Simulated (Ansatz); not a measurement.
One change: `[CH3][Zn][O][AlH][NH2]` becomes `[CH3][Zn][O]C=N`.

Ansatz, PBE0-D4/def2-TZVP geometries, multiplicity 1. Each molecule was computed in one conformer, which needn't be the lowest.

Scalar relativity is left out up to krypton.

```csv
property,`[CH3][Zn][O][AlH][NH2]`
HOMO–LUMO gap (ωB97M-V/def2-TZVPP) / eV,10.52
LUMO energy (PBE/def2-TZVPP) / eV,-1.10
HOMO–LUMO gap (B3LYP/def2-TZVPP) / eV,6.19
size of the dipole moment (ωB97M-V/def2-TZVPP) / D,1.36
HOMO energy (B3LYP/def2-TZVPP) / eV,-6.79
HOMO energy (ωB97M-V/def2-TZVPP) / eV,-9.45
```

(1) Give the same properties after the change, and the shifts. (Estimate.)

Answers

(1) Ansatz gave: 
```json
{"property": "HOMO–LUMO gap (ωB97M-V/def2-TZVPP) / eV", "`[CH3][Zn][O]C=N`": "10.62", "shift": "0.10"}
{"property": "LUMO energy (PBE/def2-TZVPP) / eV", "`[CH3][Zn][O]C=N`": "-1.43", "shift": "-0.33"}
{"property": "HOMO–LUMO gap (B3LYP/def2-TZVPP) / eV", "`[CH3][Zn][O]C=N`": "6.34", "shift": "0.15"}
{"property": "size of the dipole moment (ωB97M-V/def2-TZVPP) / D", "`[CH3][Zn][O]C=N`": "3.82", "shift": "2.46"}
{"property": "HOMO energy (B3LYP/def2-TZVPP) / eV", "`[CH3][Zn][O]C=N`": "-7.27", "shift": "-0.48"}
{"property": "HOMO energy (ωB97M-V/def2-TZVPP) / eV", "`[CH3][Zn][O]C=N`": "-9.82", "shift": "-0.37"}
```

With PBE0 the HOMO falls by 0.46 eV and the LUMO falls by 0.33 eV, so the gap widens by about 0.13 eV. PBE moves the HOMO by -0.34 eV and ωB97M-V by -0.37 eV. Dipoles are sizes alone; their direction can turn.

Positive LUMOs are unbound, so they and the gaps depend on the basis.

B3LYP here is the variant with VWN-RPA as its local correlation; programs differ in this.
